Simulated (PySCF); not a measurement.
Ge(H)(Me), CH4Ge, SMILES [CH3][GeH] (PBE0/def2-SVP optimised geometry):

```
6

Ge    -1.165    -0.294     0.000
H     -1.255     1.306     0.000
C      0.826    -0.294     0.000
H      1.255    -1.306    -0.006
H      1.195     0.250     0.888
H      1.199     0.264    -0.877
```

Method: PBE0/def2-TZVP (PySCF).

Q: What are the frontier orbital energies and the dipole moment?

A: HOMO-2 -11.21 eV, HOMO-1 -8.39 eV, HOMO -6.39 eV, LUMO -2.54 eV, LUMO+1 0.84 eV; dipole moment 0.76 D.

Meta-Löwdin charges at PBE0/def2-TZVP: Ge1 0.28, H2 -0.10, C3 -0.56, H4 0.12, H5 0.13, H6 0.13.
